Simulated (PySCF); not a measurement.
## Two-dimensional NMR puzzle

Compound of formula C4H5F3OSi. Correlations simulated from computed shifts and the bond graph:

HSQC (one-bond C–H):
```
  δH     δC
7.26  142.8
6.96  142.8
4.63   58.2
```

COSY cross peaks (H two or three bonds apart, from the bond graph; peaks can be absent where the dihedral angle is near 90°):
```
  δH    δH
7.26  6.96
4.63  3.71
4.63  3.60
3.71  3.60
```

HMBC (two and three bonds, from the bond graph):
```
  δH                   δC
7.26          141.2, 58.2
6.96          141.2, 58.2
4.63  142.8, 141.2, 132.0
3.71   142.8, 141.2, 58.2
3.60   142.8, 141.2, 58.2
```

Carbons without hydrogens: δ 141.2, 132.0.

[PySCF 2.14: σ from GIAO-PBE0/pcSseg-1; geometry from GFN2-xTB; rapidly exchanging positions averaged; non-relativistic; no solvent model; one conformer]

Shifts are taken against calculated references (same method and geometry level): 1H and 13C against TMS.

Exchangeable hydrogens are left out of these lists.

Problem. Assemble the structure.

Solution. `C=C1[SiH2][C@H]1OC(F)(F)F`.

Mapped SMILES: `[CH2:1]=[C:2]1[SiH2:3][C@H:4]1[O:5][C:6]([F:7])([F:8])[F:9]`. Each H is labelled by its parent atom. Ha(Si3) is cis to O5 on the ring; Ha(C1) is cis to Si3; Hb(Si3) is trans to O5 on the ring; Hb(C1) is trans to Si3.

1. δC 142.8 is C1, a terminal =CH2 carbon (δH 6.96, 7.26).
2. δC 141.2 is C2, a fully substituted alkene carbon.
3. δC 132.0 is C6, a CF3 carbon.
4. δC 58.2 is C4, a three-membered-ring carbon (δH 4.63).
5. HMBC from δH 7.26 reaches the proton-free carbon C2.
6. HMBC from δH 6.96 reaches the proton-free carbon C2.
7. HMBC from δH 4.63 reaches the proton-free carbons C2, C6.
8. HMBC from δH 3.71 reaches the proton-free carbon C2.
9. COSY links 7.26–6.96, 4.63–3.71, 4.63–3.60, 3.71–3.60.

This is the structure that produced the data.

Shifts are as computed. Against solution values, carbons near 30 ppm lie about +3 ppm off and those near 130 ppm about +5 ppm. Of 1309 compounds with measured shifts, 239 miss one by over three times the rms of a fit or turn the order of signals round; such compounds aren't used in these exercises.
